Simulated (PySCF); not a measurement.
Two species compared at the same levels of theory.

First species: C6H10.
Bonds: C1–C2, C2–C3 (double), C3–C4, C3–C5, C5–C6, C2–C6. Hydrogens: H7, H8, H9 on C1; H10, H11, H12 on C4; H13, H14 on C5; H15, H16 on C6.

Second species: C3H9FSi2.
Z-matrix (Å and degrees, GFN2-xTB geometry), rows numbered from 1:
```
F 
C   1  1.3768
C   2  1.4959  1  110.97
Si  3  1.8953  2  115.17  1     1.32
C   3  1.3338  2  120.44  1  -178.88
Si  5  1.8815  3  126.24  2    -0.14
H   2  1.0963  1  106.53  3  -121.93
H   2  1.0964  1  106.50  3   121.78
H   4  1.4617  3  109.03  2   -60.41
H   4  1.4654  3  106.82  2  -179.85
H   4  1.4624  3  108.87  2    60.67
H   5  1.0830  3  116.83  2  -179.88
H   6  1.4668  5  109.89  3   -60.22
H   6  1.4628  5  108.59  3   179.62
H   6  1.4671  5  110.11  3    59.29
```

Levels: PBE0/def2-SVPD for dipole moment, HOMO energy, LUMO energy, HOMO–LUMO gap, static isotropic polarisability and electronic spatial extent ⟨r²⟩ about the centre of nuclear charge; TDDFT PBE0/def2-SVPD for lowest singlet excitation; TDA PBE0/def2-SVPD for lowest triplet excitation (Tamm–Dancoff); GFN2-xTB for rotational constant A and rotational constant C. Geometries: GFN2-xTB. Each species is one conformer at its optimised geometry, gas phase, non-relativistic unless stated. Electronic properties by PySCF.

Dipoles, sizes and rotational constants follow the conformer. The torsions of the flexible species, by atom-mapped SMILES:
- `[F:1][CH2:2]/[C:3]([SiH3:4])=[CH:5]\[SiH3:6]`: F1–C2–C3–Si4 1°

```json
{"property": "dipole moment", "column X": "1.35 D", "column Y": "0.31 D"}
{"property": "HOMO energy", "column X": "-7.83 eV", "column Y": "-6.45 eV"}
{"property": "LUMO energy", "column X": "-1.10 eV", "column Y": "0.78 eV"}
{"property": "HOMO–LUMO gap", "column X": "6.73 eV", "column Y": "7.23 eV"}
{"property": "lowest singlet excitation", "column X": "5.73 eV", "column Y": "6.08 eV"}
{"property": "lowest triplet excitation (Tamm–Dancoff)", "column X": "3.85 eV", "column Y": "4.35 eV"}
{"property": "static isotropic polarisability", "column X": "93.9 au", "column Y": "71.2 au"}
{"property": "electronic spatial extent ⟨r²⟩ about the centre of nuclear charge", "column X": "1225 bohr²", "column Y": "631 bohr²"}
{"property": "rotational constant A", "column X": "3.483 GHz", "column Y": "4.535 GHz"}
{"property": "rotational constant C", "column X": "0.931 GHz", "column Y": "2.151 GHz"}
```

Q: Which column belongs to which species?

A: Column X is the second species and column Y the first. The first has 16 atoms and 46 electrons, the second 15 and 64.

Q: How does each property change from the first species to the second?

A: dipole moment +1.04 D; HOMO energy -1.38 eV; LUMO energy -1.88 eV; HOMO–LUMO gap -0.50 eV; lowest singlet excitation -0.35 eV; lowest triplet excitation (Tamm–Dancoff) -0.50 eV; static isotropic polarisability +22.7 au; electronic spatial extent ⟨r²⟩ about the centre of nuclear charge +594 bohr²; rotational constant A -1.052 GHz; rotational constant C -1.220 GHz.

On the first: S1 lies 1.15 eV below the HOMO–LUMO gap; its leading configuration is HOMO→LUMO, weight 0.98. In wavenumbers S1 is 49000 cm⁻¹ (1 eV = 8065.54 cm⁻¹).

On the second: The vertical singlet–triplet gap S1 − T1 is 1.88 eV (TDDFT singlet less Tamm–Dancoff triplet; S1: HOMO−1→LUMO, weight 0.98; T1: HOMO→LUMO, weight 0.93). The 8 singlets span 5.73 to 7.60 eV, and their oscillator strengths add up to 0.41.
